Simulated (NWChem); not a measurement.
System: CH3ClGe, singlet; SMILES [CH3][Ge][Cl]

Program: NWChem. Medium grid unless said otherwise, to which SCAN and Minnesota functionals are sensitive. Low-valent species are run as closed-shell singlets; no triplet was tried in these runs. Structure relaxed at the PBE0/def2-SVP level. Hybrids' shares of exact exchange are those that their runs print; pure functionals count as 0. The functionals differ in more than this share.

| row | share of exact exchange | orbital gap (eV) |
|---|---|---|
| PBE/def2-TZVP | 0.00 | 2.34 |
| SCAN/def2-TZVP | 0.00 | 2.63 |
| B3LYP/def2-TZVP | 0.20 | 3.80 |
| PBE0/def2-TZVP | 0.25 | withheld |
| MN15/def2-TZVP | 0.44 | 5.18 |
| M06-2X/def2-TZVP | 0.54 | 6.10 |

### Question
Fit a straight line of the last column on the one before it, predict the withheld value, and compare with the run.

### Answer

1. Means of the 5 shown rows: x = 0.236, y = 4.010. Slope Σ(x − x̄)(y − ȳ)/Σ(x − x̄)² = 1.601/0.2467 = 6.491; intercept 2.478.
2. The shown rows scatter about the line by 0.127 (root mean square); the largest residual is -0.15, at MN15/def2-TZVP.
3. At x = 0.25 (PBE0/def2-TZVP; inside the shown range) the line gives 4.10.
4. The run gives 4.21, +0.11 from the line, 0.9 times the scatter.
